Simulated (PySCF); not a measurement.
## Correlation energy of Ti(2+) (titanium, charge +2)

[Ar] 3d1 4p1, one real determinant (an excited configuration). Calculation: PySCF 2.14, in def2-QZVPPD (11s6p5d3f2g, 93 functions); no relativity, point nucleus. Frozen: [Ne]; 10 electrons correlated.

```json
{"level": "CCSD", "correlation energy (mhartree)": "-272.18"}
{"level": "(T)", "correlation energy (mhartree)": "-6.33"}
{"level": "CCSD(T)", "correlation energy (mhartree)": "-278.51"}
```

Diagnostics: T1 = 0.0076, D1 = 0.0316, largest double amplitude 0.034.

Is a single reference adequate?

Yes: T1 lies below 0.03 and no double amplitude reaches 0.07.

The reference is one real determinant that mixes LS terms of this configuration.

This basis was not built for core-valence correlation, so the inner-shell part is incomplete.
